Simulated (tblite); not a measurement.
C5H13FGe2.
SMILES with atom numbers: `[F:1][CH2:2][CH2:3][CH2:4][GeH:5]1[CH2:6][GeH2:7][CH2:8]1` (hydrogens: H9, H10 on C2; H11, H12 on C3; H13, H14 on C4; H15 on Ge5; H16, H17 on C6; H18, H19 on Ge7; H20, H21 on C8)

Computed with GFN2-xTB (tblite), gas phase: L-BFGS steps from a force-field or distance-geometry start until the largest atomic force falls under 0.01 eV/Å.

Step 2: E = -703.3352 eV
```
atom  x, y, z in Å  |  force x, y, z in eV/Å
F1     -3.5392    1.1947   -0.9087   -0.350  -0.144   0.212
C2     -3.2527    0.7480    0.3663   -0.425   0.002  -0.066
C3     -2.1645   -0.2888    0.2989    0.104   0.024   0.144
C4     -0.9897    0.4580   -0.3043   -0.040  -0.377  -0.020
Ge5     0.6373   -0.6010   -0.5237    0.035   0.013   0.156
C6      1.5986   -1.1625    1.1275    0.378   0.439  -0.452
Ge7     3.2361   -0.3070    0.3640   -0.013   0.118   0.004
C8      2.0951    0.6617   -0.9219    0.137  -0.366  -0.088
H9     -2.8763    1.6202    0.8952   -0.124   0.226   0.258
H10    -4.1654    0.3761    0.8366   -0.228   0.077  -0.194
H11    -1.9690   -0.6555    1.3137    0.108   0.069  -0.180
H12    -2.4503   -1.1444   -0.3246    0.015   0.220   0.078
H13    -0.7954    1.3762    0.2613    0.156  -0.269   0.005
H14    -1.2846    0.7672   -1.2995   -0.035   0.180  -0.245
H15     0.5783   -1.7096   -1.5493   -0.134  -0.040  -0.002
H16     1.2199   -0.6697    2.0195    0.087  -0.355   0.048
H17     1.7647   -2.2113    1.2224   -0.320  -0.603   0.531
H18     4.1246   -1.2968   -0.3654    0.032   0.124   0.279
H19     3.9750    0.5870    1.3218    0.293  -0.028   0.049
H20     1.8637    1.6582   -0.5613    0.060   0.133  -0.381
H21     2.3850    0.6160   -1.9596    0.264   0.555  -0.137
```

Step 3: E = -703.4043 eV
```
atom  x, y, z in Å  |  force x, y, z in eV/Å
F1     -3.5525    1.1873   -0.8986   -0.322  -0.017  -0.010
C2     -3.2579    0.7501    0.3721   -0.404   0.028  -0.147
C3     -2.1736   -0.2807    0.3020    0.311  -0.125   0.090
C4     -0.9994    0.4515   -0.3075    0.209  -0.315  -0.079
Ge5     0.6382   -0.6025   -0.5313    0.023   0.036   0.395
C6      1.6167   -1.1633    1.1260    0.186   0.271  -0.517
Ge7     3.2473   -0.3000    0.3690   -0.249   0.032  -0.149
C8      2.0936    0.6560   -0.9277    0.283  -0.271  -0.052
H9     -2.8847    1.6201    0.8992   -0.083   0.335   0.313
H10    -4.1696    0.3808    0.8248   -0.433  -0.045   0.041
H11    -1.9644   -0.6539    1.3067    0.092   0.062  -0.014
H12    -2.4459   -1.1343   -0.3194   -0.134   0.058  -0.034
H13    -0.7904    1.3611    0.2587    0.162  -0.126   0.073
H14    -1.2826    0.7717   -1.3024   -0.089   0.152  -0.250
H15     0.5734   -1.7077   -1.5456   -0.126  -0.141  -0.106
H16     1.2245   -0.6858    2.0167    0.065  -0.188   0.111
H17     1.7489   -2.2188    1.2411   -0.211  -0.473   0.395
H18     4.1238   -1.2914   -0.3544    0.110   0.065   0.221
H19     3.9829    0.5829    1.3206    0.354   0.078   0.143
H20     1.8685    1.6561   -0.5786   -0.002   0.175  -0.258
H21     2.3941    0.6376   -1.9626    0.258   0.409  -0.167
```

Step 4: E = -703.4736 eV
```
atom  x, y, z in Å  |  force x, y, z in eV/Å
F1     -3.5748    1.1788   -0.8882   -0.249   0.117  -0.224
C2     -3.2692    0.7540    0.3776   -0.242   0.037  -0.066
C3     -2.1797   -0.2732    0.3062    0.285  -0.133  -0.042
C4     -1.0067    0.4399   -0.3140    0.357  -0.048  -0.146
Ge5     0.6395   -0.6039   -0.5338    0.066  -0.035   0.409
C6      1.6415   -1.1648    1.1171   -0.183  -0.117  -0.197
Ge7     3.2566   -0.2912    0.3718   -0.293   0.003  -0.213
C8      2.0973    0.6467   -0.9360    0.345   0.029  -0.092
H9     -2.8970    1.6256    0.9094   -0.129   0.273   0.232
H10    -4.1843    0.3849    0.8125   -0.490  -0.135   0.242
H11    -1.9569   -0.6512    1.2994    0.082   0.040   0.192
H12    -2.4437   -1.1219   -0.3142   -0.279  -0.134  -0.137
H13    -0.7812    1.3405    0.2570    0.156  -0.015   0.101
H14    -1.2816    0.7793   -1.3093   -0.099   0.061  -0.135
H15     0.5652   -1.7084   -1.5432   -0.112  -0.187  -0.149
H16     1.2315   -0.7082    2.0150    0.114  -0.027   0.016
H17     1.7256   -2.2324    1.2700   -0.051  -0.122   0.144
H18     4.1253   -1.2841   -0.3371    0.204  -0.018   0.134
H19     3.9994    0.5797    1.3222    0.341   0.124   0.176
H20     1.8744    1.6558   -0.6041   -0.047   0.106  -0.113
H21     2.4099    0.6708   -1.9693    0.224   0.180  -0.131
```

Task: Estimate the geometry and energy of step 5. (The exact step hangs on the optimiser's Hessian estimate; all steps are aligned on step 4, rigid shifts and turns removed.)

Result: E = -703.5119 eV, largest force 0.458 eV/Å
```
atom  x, y, z in Å  |  force x, y, z in eV/Å
F1     -3.5918    1.1759   -0.8860   -0.169   0.139  -0.188
C2     -3.2790    0.7569    0.3805   -0.137   0.016   0.012
C3     -2.1796   -0.2704    0.3076    0.118  -0.068  -0.106
C4     -1.0054    0.4334   -0.3204    0.264   0.119  -0.126
Ge5     0.6416   -0.6058   -0.5294    0.124  -0.106   0.199
C6      1.6520   -1.1691    1.1105   -0.341  -0.300   0.059
Ge7     3.2581   -0.2857    0.3702   -0.151   0.019  -0.123
C8      2.1049    0.6429   -0.9428    0.253   0.200  -0.118
H9     -2.9068    1.6326    0.9186   -0.208   0.120   0.097
H10    -4.2006    0.3851    0.8094   -0.323  -0.117   0.249
H11    -1.9511   -0.6490    1.2986    0.062   0.048   0.204
H12    -2.4471   -1.1171   -0.3134   -0.296  -0.163  -0.125
H13    -0.7732    1.3281    0.2575    0.146   0.029   0.084
H14    -1.2825    0.7845   -1.3150   -0.061  -0.003  -0.033
H15     0.5585   -1.7117   -1.5441   -0.097  -0.146  -0.102
H16     1.2379   -0.7217    2.0135    0.129   0.071  -0.032
H17     1.7114   -2.2411    1.2887    0.050   0.047  -0.018
H18     4.1296   -1.2802   -0.3249    0.237  -0.056   0.086
H19     4.0144    0.5797    1.3258    0.254   0.073   0.116
H20     1.8771    1.6569   -0.6209   -0.054   0.041  -0.031
H21     2.4227    0.6927   -1.9751    0.200   0.035  -0.101
```

The energy changes by -0.0383 eV. The first-order estimate −F·Δx gives -0.0524 eV and the mean of the old and new forces, exact on a quadratic surface, -0.0382 eV. The step makes an angle of 55° with the force vector and moves no atom by more than 0.026 Å.

The cost below is that of the whole relaxation. On Arm Neoverse V1, one thread (shared host), this took 1.4 s of wall time.
